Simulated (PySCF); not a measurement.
**C₆ coefficients of unlike pairs at UHF**

Calculated with PySCF 2.14 from the dipole response of each species, C₆(A,B) = (3/π) ∫ α_A(iu) α_B(iu) du, in atomic units, from isotropic polarisabilities. For ions this is the dispersion term alone; charge-induced terms of lower order in 1/R come first.

| species | configuration | basis | relativity | α (bohr³) | C₆ (like pair) |
| --- | --- | --- | --- | --- | --- |
| Os⁻ | [Xe] 4f14 5d7 6s2 (4F) | aug-cc-pVTZ-PP with one added diffuse shell each of s, p, d, f, g type with ECP60MDF (7s7p6d4f3g) | core potential | 2822 | 80500 |
| Si³⁺ | [Ne] 3s1 (2S) | x2c-QZVPPall with one added diffuse shell each of s, p, d, f type (10s7p5d3f1g) | spin-free X2C | 7.842 | 15.51 |
| B | [He] 2s2 2p1 (2P) | dyall-acv3z (15s9p4d2f) | spin-free X2C | 22.16 | 105.9 |
| Kr⁺ | [Ar] 3d10 4s2 4p5 (2P) | aug-cc-pVQZ-DK (8s7p5d3f2g) | spin-free X2C | 10.54 | 64.37 |

Estimate C₆ for Kr⁺ with B.

The integral gives 74.92. The combination rule 2 C_A C_B / (C_A α_B/α_A + C_B α_A/α_B) gives 73.41 and the geometric mean 82.55.

No spin-orbit coupling is included.

The other pairs:

```json
{"pair": "B, Os⁻", "C₆": "1476"}
{"pair": "Si³⁺, Os⁻", "C₆": "535.0"}
{"pair": "Kr⁺, Si³⁺", "C₆": "29.36"}
{"pair": "Kr⁺, Os⁻", "C₆": "790.1"}
{"pair": "B, Si³⁺", "C₆": "40.39"}
```
